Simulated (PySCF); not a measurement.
Ligands exchanged one at a time, In C2H5-I. Isolated molecules, 0 K electronic values unless said otherwise. One relaxed conformer stands for each flexible species; it need not be the lowest. Strings in code marks are SMILES.

The HOMO–LUMO gap from two functionals at the same geometries (CAM-B3LYP-D3(BJ)/def2-SVP), both in PySCF: PBE-D3(BJ)/def2-TZVP and CAM-B3LYP-D3(BJ)/def2-TZVP. 

```tsv
species	PBE-D3(BJ)/def2-TZVP (eV)	CAM-B3LYP-D3(BJ)/def2-TZVP (eV)
0 of 3 C2H5 replaced by I (`C[CH2][In]([CH2]C)[CH2]C`)	3.71	7.60
1 of 3 C2H5 replaced by I	3.65	7.45
2 of 3 C2H5 replaced by I	3.55	7.54
3 of 3 C2H5 replaced by I	2.87	6.81
```

Over these rows, drawn at random from the members with no instability flagged (it was tested for open shells, ions and some series alone), PBE minus CAM-B3LYP-D3(BJ): mean -3.90 eV, from -3.98 eV to -3.80 eV.
